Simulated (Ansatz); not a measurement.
Geometry optimisation, RKS PBE/def2-SVP (Ansatz).

input.yaml

```yaml
crystal:
  periodic: [false, false, false]
  atoms:
    - { symbol: B, position_ang: [0.144059, 0.521427, -0.399889] }
    - { symbol: F, position_ang: [0.056786, -0.204959, 2.009964] }
    - { symbol: Cl, position_ang: [1.598711, -0.295575, -0.902572] }
    - { symbol: H, position_ang: [-0.949864, 0.051844, -0.56895] }
    - { symbol: Cl, position_ang: [0.261674, 2.262225, 0.150522] }
    - { symbol: H, position_ang: [0.169635, 0.703038, 2.187525] }
basis:
  gaussian: { orbitals: def2-SVP }
hamiltonian:
  xc: pbe
relax:
  f_tol: 0.03
  max_steps: 50
```

Command:

```bash
$ ansatz run input.yaml --threads 1 --pin off --max-ram 2048MiB --backend cpu --events-out ev --progress --plain --runs-dir out
```

Q: Where does it end, and by what steps?

A: The forces met the threshold. After 6 steps the energy has fallen by 0.037 eV; H6 moved furthest, 0.15 Å.

| step | energy less start (eV) | largest force component (eV/Å) | accepted |
| --- | --- | --- | --- |
| 0 | 0.0000 | 0.904 | yes |
| 1 | -0.0279 | 0.475 | yes |
| 2 | -0.0113 | 0.397 | no |
| 3 | -0.0334 | 0.317 | yes |
| 4 | -0.0352 | 0.203 | yes |
| 5 | -0.0356 | 0.261 | yes |
| 6 | -0.0372 | 0.011 | yes |

```xyz
6
Properties=species:S:1:pos:R:3
B 0.152 0.514 -0.344
F 0.082 -0.184 1.971
Cl 1.592 -0.293 -0.914
H -0.943 0.048 -0.528
Cl 0.277 2.198 0.238
H 0.120 0.755 2.054
```

Whether the end is a true minimum wasn't checked by a vibrational analysis.

The run took 13 s on 1 thread of Arm Neoverse V2, with other jobs on the host, peak memory 0.12 GiB.
